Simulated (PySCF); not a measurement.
Input for PySCF: R-M06-2X/def2-TZVPP on BH3O2Se (SMILES OB(O)[SeH]), a point of a torsion scan.

```python
from pyscf import gto, dft

mol = gto.M(
    atom='''
    O    -0.84202200   -1.06341055   -0.36222650
    B    -0.01360883   -0.12679569    0.13416487
    O    -0.24274226    1.18617235    0.28462432
    Se    1.72936149   -0.75286948    0.70311641
    H    -1.71759269   -0.81659542   -0.66085982
    H    -1.08183286    1.56549838    0.02452094
    H     1.50982421   -2.12983833    0.36490888
    ''',
    basis='def2-tzvpp',
    charge=0, spin=0, verbose=4, max_memory=1800)
mf = dft.RKS(mol, xc='m062x').density_fit(auxbasis='def2-universal-jkfit')
mf.grids.level = 4
mf.conv_tol = 1e-9
mf.max_cycle = 150
mf.kernel()
mf.dip_moment()
```

It printed:

```
PySCF version 2.14.0

[INPUT] verbose = 4
[INPUT] num. atoms = 7
[INPUT] num. electrons = 58
[INPUT] charge = 0
[INPUT] spin (= nelec alpha-beta = 2S) = 0
[INPUT] symmetry False subgroup None
[INPUT] Mole.unit = angstrom
[INPUT] Symbol           X                Y                Z      unit          X                Y                Z       unit  Magmom
[INPUT]  1 O     -0.842022000000  -1.063410550000  -0.362226500000 AA   -1.591190970859  -2.009554697473  -0.684508880060 Bohr   0.0
[INPUT]  2 B     -0.013608830000  -0.126795690000   0.134164870000 AA   -0.025716961576  -0.239609127875   0.253534859838 Bohr   0.0
[INPUT]  3 O     -0.242742260000   1.186172350000   0.284624320000 AA   -0.458716390258   2.241540878032   0.537862013191 Bohr   0.0
[INPUT]  4 Se     1.729361490000  -0.752869480000   0.703116410000 AA    3.268019586470  -1.422717124744   1.328697448587 Bohr   0.0
[INPUT]  5 H     -1.717592690000  -0.816595420000  -0.660859820000 AA   -3.245779777655  -1.543141698374  -1.248844066529 Bohr   0.0
[INPUT]  6 H     -1.081832860000   1.565498380000   0.024520940000 AA   -2.044367817955   2.958363186650   0.046337860917 Bohr   0.0
[INPUT]  7 H      1.509824210000  -2.129838330000   0.364908880000 AA    2.853154253138  -4.024811133301   0.689577843622 Bohr   0.0

nuclear repulsion = 235.950978995939
number of shells = 67
number of NR pGTOs = 289
number of NR cGTOs = 183
basis = def2-tzvpp
ecp = {}


******** <class 'pyscf.df.df_jk.DFRKS'> ********
method = DFRKS
initial guess = minao
damping factor = 0
level_shift factor = 0
DIIS = <class 'pyscf.scf.diis.CDIIS'>
diis_start_cycle = 1
diis_space = 8
diis_damp = 0
SCF conv_tol = 1e-09
SCF conv_tol_grad = None
SCF max_cycles = 150
direct_scf = False
XC library pyscf.dft.libxc version 7.1.2
    S. Lehtola, C. Steigemann, M. J. T. Oliveira, and M. A. L. Marques,  SoftwareX 7, 1–5 (2018)
XC functionals = m062x
    Y. Zhao and D. G. Truhlar,  Theor. Chem. Acc. 120, 215 (2008)
    Y. Zhao and D. G. Truhlar,  Theor. Chem. Acc. 120, 215 (2008)
radial grids:
    Treutler-Ahlrichs [JCP 102, 346 (1995); DOI:10.1063/1.469408] (M4) radial grids

becke partition: Becke, JCP 88, 2547 (1988); DOI:10.1063/1.454033
pruning grids: <function nwchem_prune>
grids dens level: 4
symmetrized grids: False
atomic radii adjust function: <function treutler_atomic_radii_adjust>
small_rho_cutoff = 0
Set gradient conv threshold to 3.16228e-05
Initial guess from minao.
tot grids = 161936
******** <class 'pyscf.df.df.DF'> ********
auxbasis = def2-universal-jkfit
init E= -2578.47181835537
  HOMO = -0.301217807763223  LUMO = -0.00539588777509863  gap/eV = 8.04972
cycle= 1 E= -2578.7106438037  delta_E= -0.239  |g|= 0.772  |ddm|= 2.17
  HOMO = -0.272876023615893  LUMO = 0.0252731547145802  gap/eV = 8.11305
cycle= 2 E= -2578.70426727245  delta_E= 0.00638  |g|= 0.849  |ddm|= 0.797
  HOMO = -0.286034488803566  LUMO = 0.0174244919239968  gap/eV = 8.25754
cycle= 3 E= -2578.81915097984  delta_E= -0.115  |g|= 0.05  |ddm|= 0.39
  HOMO = -0.293724781803952  LUMO = 0.0239286043329254  gap/eV = 8.64379
cycle= 4 E= -2578.81966131963  delta_E= -0.00051  |g|= 0.0119  |ddm|= 0.048
  HOMO = -0.29163793576069  LUMO = 0.0229752070695456  gap/eV = 8.56106
cycle= 5 E= -2578.81970289657  delta_E= -4.16e-05  |g|= 0.00493  |ddm|= 0.0181
  HOMO = -0.291973926264475  LUMO = 0.0230368490786365  gap/eV = 8.57188
cycle= 6 E= -2578.81970755532  delta_E= -4.66e-06  |g|= 0.00114  |ddm|= 0.004
  HOMO = -0.291938226237328  LUMO = 0.0229976312733518  gap/eV = 8.56984
cycle= 7 E= -2578.81970777873  delta_E= -2.23e-07  |g|= 0.000339  |ddm|= 0.00141
  HOMO = -0.291933024546552  LUMO = 0.0230027267189288  gap/eV = 8.56984
cycle= 8 E= -2578.81970780324  delta_E= -2.45e-08  |g|= 0.000157  |ddm|= 0.00035
  HOMO = -0.291935655894989  LUMO = 0.0230027412847584  gap/eV = 8.56991
cycle= 9 E= -2578.81970780784  delta_E= -4.6e-09  |g|= 3.63e-05  |ddm|= 0.00013
  HOMO = -0.291933690909538  LUMO = 0.0230008646427953  gap/eV = 8.56981
cycle= 10 E= -2578.81970780815  delta_E= -3.13e-10  |g|= 8.56e-06  |ddm|= 4.1e-05
  HOMO = -0.291934003973182  LUMO = 0.0230012569600527  gap/eV = 8.56982
Extra cycle  E= -2578.81970780815  delta_E= 1.82e-12  |g|= 7.83e-06  |ddm|= 1.34e-05
converged SCF energy = -2578.81970780815
Dipole moment(X, Y, Z, Debye): -3.51069,  0.67586, -1.25463
```

Self-consistency was reached.

Cost: roughly 27 core-seconds.
